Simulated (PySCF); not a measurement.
# Static response to an electric field

Species: C5H6F2OSi.
Cartesian coordinates in Å at the GFN2-xTB level; atoms count from 1:
```xyz
15
C5H6F2OSi angstrom
C     -2.463   -1.341   -0.753
C     -1.281   -1.256   -0.547
C      0.104   -1.230   -0.320
C      0.806   -0.170    0.104
O      0.363    1.057    0.391
Si    -1.067    1.851    0.308
C      2.301   -0.300    0.305
F      2.597   -1.264    1.215
F      2.920   -0.682   -0.842
H     -3.495   -1.406   -0.929
H      0.636   -2.153   -0.505
H     -1.573    1.842   -1.061
H     -2.033    1.265    1.232
H     -0.571    3.152    0.737
H      2.750    0.644    0.643
```

Level: CAM-B3LYP/def2-SVPD (PySCF), static field, nuclei fixed, core orbitals frozen in the response. The polarisability tensor in these axes (au):

```
x   109.94   8.78   9.67
y     8.78  90.72   8.41
z     9.67   8.41  69.14
```

Q: What are the eigenvalues, a third of the trace, and Δα (Δα² = ½Σ(αi − αj)² over the three pairs)?

A: Principal values 65.26, 88.07 and 116.47 au; mean 89.93 au = 13.33 Å³ = 14.83 × 10⁻⁴⁰ C²·m²/J; Δα = 44.43 au (49 % of the mean).

Q: What is the dipole moment, and where does it point?

A: (-2.03, 1.53, 0.03) D, 2.54 D in size, pointing from the negative to the positive side. Measured along this direction, the outermost atoms are F8 and F9 at the negative end and H13, H14 and H12 at the positive end.

Q: Sum over states: ᾱ = Σ f/ω², ω in Eh. What share falls to these 8 lowest TDDFT singlets (eV, f)? 5.19, 0.2640; 5.53, 0.0001; 5.65, 0.0002; 6.43, 0.0004; 7.01, 0.0006; 7.05, 0.1346; 7.28, 0.0004; 7.46, 0.0181.

A: They add up to 9.53 au, 10.6 % of the 89.93 au; the largest single term is 7.25 au, from the state at 5.19 eV. Terms in order: 7.25, 0.00, 0.00, 0.01, 0.01, 2.01, 0.01, 0.24 au. Higher excitations give the rest. The strengths listed sum to 0.418.

Q: Estimate the molar refractivity from the static electronic polarisability.

A: Lorentz–Lorenz: R = (4π/3)N_A α = 2.5225 cm³/(mol·Å³) × 13.33 Å³ = 33.6 cm³/mol, in the limit of long wavelengths.

Q: Directions of the eigenvectors, and the extent of the frame along each?

A: Largest value along (0.89, 0.38, 0.25), where the nuclei span 6.73 Å; middle along (-0.43, 0.89, 0.17), 5.43 Å; least along (-0.15, -0.26, 0.95), 2.41 Å. The response follows the extents in order.

Q: Find the Langevin capture rate constant for NH4+ (18.034 u) meeting this molecule (148.016 u), k = 2.342 × 10⁻⁹ cm³/s × √(α in Å³ / reduced mass in u).

A: The reduced mass is 16.08 u, so k = 2.13 × 10⁻⁹ cm³/s. The formula leaves out the permanent dipole, which adds to the capture rate.

Q: Traceless (Buckingham) quadrupole moment about the centre of nuclear charge: eigenvalues?

A: -6.15, -1.35, 7.50 D·Å. The values depend on the origin, since the dipole doesn't vanish. The electronic extent ⟨r²⟩ about the same centre is 1603 bohr², a root-mean-square distance of 2.43 Å for the 76 electrons.

Geometry: GFN2-xTB, one conformer, isolated molecule.

These values come from a run that also computed excited states. The run took 35 s wall on AMD EPYC 9R45, one thread, no GPU (shared host), and the process peaked at 1.1 GiB of memory.
